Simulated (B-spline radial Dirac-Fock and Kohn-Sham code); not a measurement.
# Ta⁺: non-radiative channels of the L2 vacancy

System: the Ta⁺ ion in the configuration 1s2 2s2 2p6 3s2 3p6 3d10 4s2 4p6 4d10 4f14 5s2 5p6 5d3 6s1, inside a Watson sphere of charge -1 and radius 2.4 Å (a model of the Madelung potential; inside it an electron's potential energy is raised by 6.0 eV).

The run's input, task.json:

```json
{"items": [{
  "Z": 73,
  "q": 1,
  "cfg": [[1, 0, 2], [2, 0, 2], [2, 1, 6], [3, 0, 2], [3, 1, 6], [3, 2, 10], [4, 0, 2], [4, 1, 6], [4, 2, 10], [4, 3, 14], [5, 0, 2], [5, 1, 6], [5, 2, 3], [6, 0, 1]],
  "A": 181,
  "rrms": 5.3507,
  "watson": [-1, 2.4],
  "do": ["binding", "quiet", "decay"],
  "holes": ["K", "L1", "L2", "L3", "M1", "M2", "M3", "M4", "M5", "N1", "N2", "N3", "N4", "N5", "N6", "N7"]
}]}
```

Launch: `python xray_run.py task.json out`

These are calculated numbers from an atomic code on a B-spline grid; the model is one-electron (LDA, Dirac) transition rates at Dirac-Fock energies. Kinetic energies are configuration averages from the vacuum level; the two-hole energies are estimated from single-hole states.

```csv
transition,kinetic energy (eV),width (meV),share (%)
L2-L3N1,643.1,29.9,0.9
L2-L3N2,742.8,191,5.5
L2-L3N3,808.5,55.3,1.6
L2-L3N4,973.8,254,7.4
L2-L3N5,986.6,74.5,2.2
L2-M1M2,5893.7,99.8,2.9
L2-M2M2,6121.2,97.2,2.8
L2-M2M3,6403.9,286,8.3
L2-M2M4,6809.4,146,4.2
L2-M2M5,6860.2,239,6.9
L2-M3M4,7078.7,190,5.5
L2-M4M4,7476.3,154,4.5
L2-M4M5,7533.9,649,18.8
L2-M2N2,8157.6,37.4,1.1
L2-M2N3,8220.1,63.1,1.8
L2-M2N4,8386.0,28.8,0.8
L2-M2N5,8397.6,47.0,1.4
L2-M3N2,8429.7,44.3,1.3
L2-M3N4,8659.7,31.4,0.9
L2-M5N2,8892.3,32.3,0.9
L2-M4N3,8898.3,39.6,1.1
L2-M4N4,9064.9,51.0,1.5
L2-M4N5,9075.6,117,3.4
L2-M5N4,9122.1,87.8,2.5
```

The listed channels hold 88 % of the non-radiative rate. Summed by principal shells, of 3.45 eV in all: LMM 56.5 %, LMN 20.5 %, LLN 18.1 %, LNN 1.8 %, LMO 1.5 %, LLO 1.4 %.
